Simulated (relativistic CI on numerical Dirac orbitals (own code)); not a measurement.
# One change at a time: Ho⁶⁶⁺

Base calculation: Dirac-Coulomb-Breit CI, separate exchange-only KLI orbitals for each configuration, QED by a radiative potential.

Configurations in the expansion: 1s, 2s, 2p, 3s, 3p, 3d, 4s, 4p, 4d, 4f, 5s, 5p, 5d, 5f, 5g, 6s, 6p, 6d. Levels of other configurations are missing.

Variants: (1) QED terms removed; (2) non-relativistic limit. Shifts of the energy above 1s 2S_1/2, in eV, for the lowest level and the first level of each name with at least 55 % of one term (blank where a level changes its place among those of its configuration and J or its character, or is not in the variant):

```csv
Level,Base,Δ(1),Δ(2)
1s 2S_1/2,0.0,0.0,0.0
2p 2P°_1/2,48559.6,+87.9,-2756.3
2s 2S_1/2,48575.8,+73.8,-2772.0
2p 2P°_3/2,49635.7,+86.7,-3832.3
3p 2P°_1/2,57891.8,+88.9,-3605.8
3s 2S_1/2,57896.6,+84.7,-3610.4
3d 2D_3/2,58211.3,+89.2,-3925.3
3p 2P°_3/2,58212.1,+88.5,-3926.0
3d 2D_5/2,58305.6,+89.0,-4019.5
4p 2P°_1/2,61112.4,+89.1,-3857.4
4s 2S_1/2,61114.4,+87.3,-3859.3
4d 2D_3/2,61246.4,+89.2,-3991.4
4p 2P°_3/2,61246.7,+88.9,-3991.7
4f 2F°_5/2,61286.3,+89.2,-4031.2
```
